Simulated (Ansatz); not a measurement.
A short molecular-dynamics run on CH₅BInN (`[InH2][B]1CN1`).

```yaml
crystal:
  periodic: [false, false, false]
  atoms:
    - {symbol: In, position_ang: [-0.987263, 1.616834, -1.024402]}
    - {symbol: B, position_ang: [-0.053286, -0.049431, 0.096705]}
    - {symbol: C, position_ang: [1.114772, -1.092277, 0.349677]}
    - {symbol: N, position_ang: [-0.108296, -0.933172, 1.111969]}
    - {symbol: H, position_ang: [-2.016527, 1.340252, -2.386480]}
    - {symbol: H, position_ang: [-0.679783, 3.272499, -0.630355]}
    - {symbol: H, position_ang: [1.205515, -1.989646, -0.261014]}
    - {symbol: H, position_ang: [2.042785, -0.787603, 0.831758]}
    - {symbol: H, position_ang: [-0.517897, -1.377456, 1.912142]}
basis:
  gaussian: {orbitals: def2-SVP}
hamiltonian: {xc: {name: BLYP}, dispersion: d3bjatm}
md: {timestep: 0.5 fs, n_steps: 50, ensemble: nvt_langevin, temperature: 1000, initial_velocities: maxwell_boltzmann, friction: 0.01, seed: 523}
```

```sh
$ ansatz run in.yaml --threads 2 --pin off --events-out ev --progress --plain --max-ram 4352MiB
```

```tsv
step	time (fs)	potential energy (eV)	kinetic (eV)	T (K)	conserved (eV)
0	0.0	-8451.8406	1.0341	889	–
1	0.5	-8451.8290	1.0050	864	–
2	1.0	-8451.7806	0.9283	798	–
3	1.5	-8451.7169	0.9214	792	–
4	2.0	-8451.6619	0.9134	785	–
5	2.5	-8451.6272	0.8726	750	–
6	3.0	-8451.6137	0.9232	794	–
7	3.5	-8451.6079	0.9516	818	–
8	4.0	-8451.5904	0.8686	747	–
9	4.5	-8451.5587	0.8595	739	–
10	5.0	-8451.5233	0.7858	675	–
11	5.5	-8451.4921	0.8193	704	–
12	6.0	-8451.4682	0.7872	677	–
13	6.5	-8451.4498	0.7186	618	–
14	7.0	-8451.4318	0.6855	589	–
15	7.5	-8451.4173	0.6748	580	–
16	8.0	-8451.4055	0.6524	561	–
17	8.5	-8451.3929	0.5956	512	–
18	9.0	-8451.3856	0.5540	476	–
19	9.5	-8451.3842	0.5682	488	–
20	10.0	-8451.3906	0.5993	515	–
21	10.5	-8451.4082	0.6611	568	–
22	11.0	-8451.4330	0.7077	608	–
23	11.5	-8451.4659	0.7335	631	–
24	12.0	-8451.5044	0.7658	658	–
25	12.5	-8451.5436	0.8176	703	–
26	13.0	-8451.5727	0.8504	731	–
27	13.5	-8451.5759	0.9026	776	–
28	14.0	-8451.5477	0.9157	787	–
29	14.5	-8451.4929	0.8521	732	–
30	15.0	-8451.4267	0.7880	677	–
31	15.5	-8451.3669	0.7654	658	–
32	16.0	-8451.3315	0.7351	632	–
33	16.5	-8451.3303	0.7519	646	–
34	17.0	-8451.3549	0.7643	657	–
35	17.5	-8451.3955	0.8974	771	–
36	18.0	-8451.4411	0.9480	815	–
37	18.5	-8451.4794	0.9461	813	–
38	19.0	-8451.4989	0.9634	828	–
39	19.5	-8451.4899	0.9370	805	–
40	20.0	-8451.4482	0.8724	750	–
41	20.5	-8451.3861	0.7818	672	–
42	21.0	-8451.3209	0.7044	606	–
43	21.5	-8451.2683	0.6859	590	–
44	22.0	-8451.2619	0.6793	584	–
45	22.5	-8451.3019	0.7455	641	–
46	23.0	-8451.3530	0.7554	649	–
47	23.5	-8451.3782	0.8535	734	–
48	24.0	-8451.3593	0.8772	754	–
49	24.5	-8451.3023	0.7820	672	–
50	25.0	-8451.2246	0.7082	609	–
```

Velocities are drawn at the set temperature; a run this short doesn't reach equilibrium.

Frames (Å, forces in eV/Å):

```xyz
9
time=0.0 fs
In   -0.987    1.617   -1.024    0.013   -0.064    0.060
B    -0.053   -0.049    0.097   -0.243    0.586   -0.457
C     1.115   -1.092    0.350    0.207   -0.077   -0.074
N    -0.108   -0.933    1.112   -0.178   -0.051    0.192
H    -2.017    1.340   -2.386   -0.196   -0.037   -0.271
H    -0.680    3.272   -0.630    0.056    0.326    0.059
H     1.206   -1.990   -0.261    0.098   -0.509   -0.367
H     2.043   -0.788    0.832    0.565    0.162    0.241
H    -0.518   -1.377    1.912   -0.323   -0.337    0.617
9
time=1.0 fs
In   -0.989    1.617   -1.026    0.192    0.102    0.154
B    -0.051   -0.046    0.102   -0.063    0.447   -0.374
C     1.118   -1.104    0.358    0.966   -0.538   -0.604
N    -0.102   -0.932    1.119    0.803    0.856   -1.449
H    -1.960    1.333   -2.416   -0.285   -0.068   -0.359
H    -0.682    3.297   -0.660    0.013    0.138    0.052
H     1.210   -2.015   -0.297   -0.081    0.359    0.345
H     2.102   -0.803    0.805   -0.417   -0.062    0.003
H    -0.517   -1.339    1.891   -1.127   -1.234    2.232
9
time=2.0 fs
In   -0.992    1.617   -1.027    0.346    0.304    0.241
B    -0.049   -0.043    0.107    0.128    0.299   -0.286
C     1.123   -1.115    0.366    1.465   -0.851   -1.163
N    -0.094   -0.931    1.125    1.318    1.178   -2.107
H    -1.907    1.321   -2.441   -0.357   -0.094   -0.444
H    -0.688    3.324   -0.687   -0.033   -0.081    0.041
H     1.215   -2.038   -0.333   -0.235    0.970    0.917
H     2.158   -0.825    0.773   -1.171   -0.171   -0.053
H    -0.524   -1.313    1.886   -1.461   -1.553    2.854
9
time=3.0 fs
In   -0.994    1.617   -1.030    0.458    0.503    0.281
B    -0.047   -0.036    0.111    0.321    0.030   -0.084
C     1.130   -1.127    0.372    1.580   -1.030   -1.658
N    -0.086   -0.930    1.131    0.902    0.779   -1.235
H    -1.855    1.306   -2.468   -0.402   -0.112   -0.498
H    -0.695    3.351   -0.712   -0.077   -0.281    0.034
H     1.218   -2.055   -0.363   -0.350    1.319    1.295
H     2.201   -0.852    0.736   -1.581   -0.158    0.053
H    -0.549   -1.303    1.905   -0.852   -1.049    1.812
9
time=4.0 fs
In   -0.996    1.617   -1.032    0.491    0.663    0.198
B    -0.045   -0.029    0.114    0.467   -0.273    0.171
C     1.138   -1.139    0.374    1.402   -0.993   -1.954
N    -0.077   -0.929    1.135   -0.031    0.137    0.284
H    -1.805    1.292   -2.505   -0.373   -0.107   -0.434
H    -0.704    3.376   -0.737   -0.116   -0.453    0.033
H     1.216   -2.058   -0.382   -0.417    1.330    1.407
H     2.229   -0.884    0.698   -1.679   -0.061    0.245
H    -0.581   -1.305    1.942    0.256   -0.243    0.051
9
time=5.0 fs
In   -0.998    1.616   -1.035    0.491    0.771    0.082
B    -0.042   -0.022    0.118    0.567   -0.604    0.461
C     1.146   -1.152    0.376    0.924   -0.799   -2.108
N    -0.068   -0.929    1.142   -0.698   -0.201    1.234
H    -1.761    1.285   -2.541   -0.330   -0.102   -0.340
H    -0.720    3.395   -0.762   -0.137   -0.569    0.045
H     1.210   -2.049   -0.392   -0.456    1.120    1.337
H     2.239   -0.913    0.659   -1.461    0.085    0.501
H    -0.609   -1.310    1.981    1.099    0.300   -1.211
9
time=6.0 fs
In   -0.999    1.616   -1.039    0.465    0.812   -0.080
B    -0.037   -0.014    0.123    0.627   -0.886    0.712
C     1.156   -1.164    0.376    0.038   -0.451   -2.005
N    -0.061   -0.928    1.149   -0.959   -0.237    1.554
H    -1.720    1.272   -2.579   -0.265   -0.085   -0.193
H    -0.739    3.410   -0.787   -0.149   -0.639    0.060
H     1.195   -2.031   -0.387   -0.442    0.655    1.001
H     2.234   -0.941    0.626   -0.872    0.289    0.797
H    -0.628   -1.309    2.011    1.557    0.541   -1.846
9
time=7.0 fs
In   -1.000    1.615   -1.042    0.432    0.777   -0.288
B    -0.031   -0.011    0.129    0.633   -1.031    0.844
C     1.167   -1.174    0.375   -1.222    0.104   -1.628
N    -0.055   -0.926    1.157   -0.904   -0.183    1.536
H    -1.685    1.262   -2.622   -0.184   -0.057    0.014
H    -0.753    3.418   -0.815   -0.157   -0.663    0.083
H     1.174   -2.007   -0.370   -0.399   -0.093    0.377
H     2.217   -0.962    0.598    0.101    0.537    1.114
H    -0.629   -1.305    2.029    1.700    0.609   -2.053
9
time=8.0 fs
In   -1.002    1.615   -1.046    0.414    0.664   -0.468
B    -0.026   -0.008    0.137    0.629   -1.138    0.914
C     1.176   -1.182    0.372   -2.544    0.869   -0.983
N    -0.052   -0.924    1.167   -0.520    0.053    1.010
H    -1.654    1.255   -2.662   -0.118   -0.035    0.206
H    -0.764    3.415   -0.843   -0.157   -0.613    0.112
H     1.156   -1.982   -0.349   -0.415   -1.053   -0.470
H     2.198   -0.978    0.580    1.222    0.797    1.404
H    -0.615   -1.296    2.026    1.489    0.456   -1.725
9
time=9.0 fs
In   -1.003    1.614   -1.049    0.396    0.514   -0.629
B    -0.022   -0.006    0.145    0.649   -1.241    0.974
C     1.183   -1.188    0.368   -3.190    1.763   -0.175
N    -0.048   -0.922    1.179    0.175    0.497   -0.059
H    -1.626    1.251   -2.698   -0.068   -0.025    0.371
H    -0.778    3.407   -0.872   -0.147   -0.513    0.149
H     1.141   -1.964   -0.333   -0.458   -1.954   -1.274
H     2.193   -0.988    0.574    1.721    0.890    1.497
H    -0.588   -1.284    2.009    0.923    0.070   -0.854
9
time=10.0 fs
In   -1.005    1.615   -1.053    0.390    0.320   -0.763
B    -0.018   -0.005    0.153    0.628   -1.284    0.983
C     1.186   -1.193    0.364   -2.954    2.468    0.512
N    -0.045   -0.920    1.190    1.185    1.144   -1.609
H    -1.596    1.243   -2.732   -0.034   -0.015    0.511
H    -0.796    3.394   -0.900   -0.134   -0.370    0.185
H     1.120   -1.960   -0.322   -0.424   -2.446   -1.711
H     2.200   -0.985    0.585    1.359    0.734    1.319
H    -0.552   -1.276    1.984   -0.016   -0.552    0.573
9
time=11.0 fs
In   -1.006    1.615   -1.056    0.418    0.116   -0.827
B    -0.013   -0.006    0.162    0.570   -1.201    0.879
C     1.186   -1.196    0.360   -2.038    2.461    0.649
N    -0.041   -0.917    1.200    2.163    1.781   -3.147
H    -1.559    1.235   -2.760   -0.028   -0.014    0.593
H    -0.814    3.381   -0.922   -0.123   -0.220    0.217
H     1.095   -1.981   -0.320   -0.228   -2.027   -1.342
H     2.220   -0.974    0.615    0.265    0.353    0.857
H    -0.509   -1.276    1.969   -0.999   -1.249    2.121
9
time=12.0 fs
In   -1.007    1.615   -1.060    0.474   -0.097   -0.833
B    -0.010   -0.006    0.173    0.487   -1.003    0.653
C     1.183   -1.198    0.356   -1.194    1.801    0.322
N    -0.037   -0.912    1.208    2.342    1.812   -3.375
H    -1.514    1.225   -2.780   -0.047   -0.018    0.616
H    -0.830    3.367   -0.939   -0.118   -0.048    0.243
H     1.066   -2.020   -0.328    0.109   -0.932   -0.438
H     2.240   -0.957    0.657   -0.808   -0.076    0.297
H    -0.477   -1.290    1.973   -1.246   -1.439    2.516
9
time=13.0 fs
In   -1.008    1.615   -1.064    0.537   -0.402   -0.800
B    -0.007   -0.007    0.183    0.374   -0.713    0.362
C     1.179   -1.198    0.353   -0.787    1.034    0.014
N    -0.031   -0.907    1.214    1.614    0.990   -1.929
H    -1.467    1.212   -2.792   -0.079   -0.030    0.593
H    -0.850    3.343   -0.955   -0.108    0.222    0.273
H     1.033   -2.065   -0.333    0.467    0.113    0.342
H     2.249   -0.944    0.701   -1.400   -0.395   -0.174
H    -0.464   -1.320    1.997   -0.620   -0.818    1.319
9
time=14.0 fs
In   -1.009    1.615   -1.068    0.609   -0.714   -0.723
B    -0.003   -0.009    0.192    0.238   -0.344    0.003
C     1.175   -1.199    0.349   -0.543    0.491   -0.057
N    -0.022   -0.901    1.218    0.612   -0.285    0.152
H    -1.418    1.201   -2.798   -0.117   -0.055    0.525
H    -0.877    3.321   -0.972   -0.101    0.507    0.306
H     1.003   -2.106   -0.329    0.742    0.797    0.767
H     2.248   -0.939    0.742   -1.682   -0.602   -0.547
H    -0.458   -1.362    2.036    0.243    0.204   -0.426
9
time=15.0 fs
In   -1.009    1.614   -1.072    0.688   -0.964   -0.612
B     0.001   -0.010    0.202    0.091    0.034   -0.359
C     1.168   -1.200    0.347   -0.366    0.108    0.024
N    -0.013   -0.895    1.222   -0.152   -1.384    1.776
H    -1.368    1.193   -2.799   -0.159   -0.089    0.423
H    -0.905    3.304   -0.984   -0.105    0.750    0.332
H     0.979   -2.139   -0.315    0.913    1.188    0.928
H     2.235   -0.944    0.781   -1.721   -0.700   -0.828
H    -0.454   -1.405    2.072    0.811    1.057   -1.685
9
time=16.0 fs
In   -1.009    1.613   -1.077    0.769   -1.160   -0.464
B     0.006   -0.010    0.212   -0.053    0.366   -0.681
C     1.161   -1.202    0.345   -0.356   -0.189    0.129
N    -0.006   -0.890    1.227   -0.537   -2.100    2.668
H    -1.325    1.188   -2.796   -0.197   -0.128    0.294
H    -0.929    3.289   -0.988   -0.117    0.948    0.353
H     0.963   -2.164   -0.292    0.971    1.356    0.900
H     2.209   -0.963    0.812   -1.464   -0.659   -0.954
H    -0.438   -1.444    2.093    0.982    1.566   -2.245
9
time=17.0 fs
In   -1.010    1.612   -1.082    0.850   -1.316   -0.300
B     0.012   -0.010    0.221   -0.191    0.675   -0.987
C     1.154   -1.202    0.344   -0.505   -0.370    0.167
N     0.002   -0.887    1.231   -0.711   -2.399    3.011
H    -1.285    1.185   -2.792   -0.229   -0.164    0.160
H    -0.950    3.278   -0.985   -0.133    1.105    0.367
H     0.958   -2.176   -0.260    0.918    1.258    0.683
H     2.167   -0.988    0.836   -0.841   -0.498   -0.883
H    -0.406   -1.467    2.091    0.842    1.708   -2.220
9
time=18.0 fs
In   -1.010    1.612   -1.087    0.934   -1.288   -0.116
B     0.020   -0.009    0.232   -0.315    0.941   -1.233
C     1.147   -1.201    0.344   -0.779   -0.348    0.108
N     0.010   -0.885    1.236   -0.790   -2.332    2.896
H    -1.241    1.182   -2.788   -0.256   -0.197    0.021
H    -0.974    3.280   -0.978   -0.158    1.074    0.368
H     0.960   -2.172   -0.225    0.764    0.863    0.311
H     2.117   -1.020    0.856    0.088   -0.258   -0.613
H    -0.367   -1.480    2.068    0.513    1.544   -1.743
9
time=19.0 fs
In   -1.010    1.611   -1.093    0.991   -1.104    0.028
B     0.028   -0.007    0.243   -0.397    1.086   -1.373
C     1.140   -1.200    0.344   -1.015   -0.051    0.093
N     0.016   -0.883    1.243   -0.680   -1.748    2.152
H    -1.200    1.178   -2.789   -0.266   -0.204   -0.058
H    -1.003    3.292   -0.961   -0.183    0.872    0.346
H     0.970   -2.161   -0.186    0.509    0.195   -0.205
H     2.074   -1.055    0.871    1.038    0.001   -0.235
H    -0.330   -1.482    2.030    0.002    0.953   -0.748
9
time=20.0 fs
In   -1.010    1.610   -1.098    1.021   -0.872    0.118
B     0.035   -0.003    0.253   -0.439    1.079   -1.358
C     1.133   -1.198    0.345   -1.070    0.494    0.183
N     0.022   -0.882    1.253   -0.236   -0.412    0.571
H    -1.159    1.167   -2.794   -0.266   -0.186   -0.074
H    -1.034    3.308   -0.941   -0.199    0.608    0.306
H     0.981   -2.146   -0.150    0.201   -0.669   -0.787
H     2.045   -1.092    0.878    1.751    0.229    0.121
H    -0.296   -1.472    1.988   -0.763   -0.270    0.921
9
time=21.0 fs
In   -1.009    1.609   -1.103    1.028   -0.549    0.189
B     0.041    0.003    0.261   -0.457    0.876   -1.119
C     1.125   -1.197    0.346   -0.504    0.837    0.538
N     0.028   -0.882    1.264    0.293    1.294   -1.362
H    -1.119    1.156   -2.799   -0.267   -0.159   -0.071
H    -1.064    3.332   -0.917   -0.202    0.261    0.246
H     0.989   -2.141   -0.128   -0.019   -1.172   -1.124
H     2.036   -1.125    0.896    1.676    0.325    0.021
H    -0.273   -1.463    1.957   -1.548   -1.713    2.682
9
time=22.0 fs
In   -1.009    1.607   -1.107    1.014   -0.200    0.253
B     0.046    0.012    0.265   -0.467    0.528   -0.721
C     1.116   -1.195    0.348    0.425    0.656    0.929
N     0.033   -0.883    1.275    0.428    2.303   -2.367
H    -1.077    1.148   -2.804   -0.270   -0.133   -0.070
H    -1.096    3.359   -0.892   -0.191   -0.094    0.178
H     0.991   -2.147   -0.117   -0.105   -1.085   -1.134
H     2.043   -1.154    0.919    1.044    0.364   -0.417
H    -0.264   -1.468    1.946   -1.879   -2.338    3.349
9
time=23.0 fs
In   -1.009    1.605   -1.111    0.986    0.108    0.299
B     0.049    0.022    0.270   -0.479    0.189   -0.366
C     1.108   -1.193    0.350    1.313    0.005    1.191
N     0.038   -0.883    1.285   -0.234    1.454   -1.327
H    -1.034    1.141   -2.809   -0.273   -0.106   -0.057
H    -1.131    3.384   -0.868   -0.171   -0.401    0.109
H     0.992   -2.167   -0.116   -0.102   -0.484   -0.875
H     2.061   -1.176    0.940    0.246    0.396   -0.932
H    -0.273   -1.495    1.969   -1.286   -1.159    1.958
9
time=24.0 fs
In   -1.008    1.603   -1.115    0.954    0.366    0.340
B     0.052    0.033    0.274   -0.510   -0.116   -0.042
C     1.100   -1.190    0.352    1.816   -0.820    1.260
N     0.041   -0.883    1.295   -1.115   -0.022    0.287
H    -0.992    1.132   -2.814   -0.279   -0.077   -0.039
H    -1.166    3.406   -0.843   -0.144   -0.655    0.038
H     0.990   -2.189   -0.122   -0.083    0.258   -0.547
H     2.073   -1.199    0.957   -0.255    0.463   -1.266
H    -0.291   -1.536    2.014   -0.384    0.603   -0.031
9
time=25.0 fs
In   -1.008    1.600   -1.119    0.925    0.536    0.375
B     0.057    0.044    0.279   -0.558   -0.413    0.258
C     1.093   -1.187    0.355    2.038   -1.579    1.191
N     0.043   -0.882    1.307   -1.613   -0.896    1.165
H    -0.954    1.123   -2.818   -0.285   -0.049   -0.018
H    -1.202    3.418   -0.817   -0.119   -0.820   -0.026
H     0.989   -2.212   -0.129   -0.093    0.915   -0.267
H     2.081   -1.221    0.961   -0.504    0.555   -1.388
H    -0.309   -1.575    2.055    0.210    1.751   -1.290
```

It took 66 s on 2 threads of an Arm Neoverse V2 on a shared host, with 0.39 GiB of host memory at the peak.
